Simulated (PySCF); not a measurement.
FH2NSn, SMILES [NH2][Sn][F] (connectivity only; charge and spin as stated), neutral, multiplicity 1. Heavy atoms are numbered as in [Sn:1]([F:2])[NH2:3]. Hydrogens are named by the atom that carries them.

The structure is a stationary point at PBE-D3(BJ)/def2-TZVP. The def2 effective core potentials stand for the cores of Sn; spin–orbit coupling is left out. The values are those of a single conformer.

Computed with CAM-B3LYP/def2-TZVPD (PySCF).

Mulliken values depend strongly on the basis, most of all with diffuse functions as here. ESP charges are fitted to the potential on shells at 1.4 to 2.0 van der Waals radii. Atomic charges (e), one atom of each kind:

```csv
atom,ESP fit,Mulliken
Sn1,(withheld),0.82
F2,(withheld),-0.59
N3 (NH2),(withheld),-0.63
H on N3,(withheld),0.22
```

Task: What belongs in the gaps? (Estimate from the structure and the level; the computed values follow.)

Result: 
- Sn1, ESP fit: 0.49
- F2, ESP fit: -0.36
- N3 (NH2), ESP fit: -0.71
- H on N3, ESP fit: 0.30
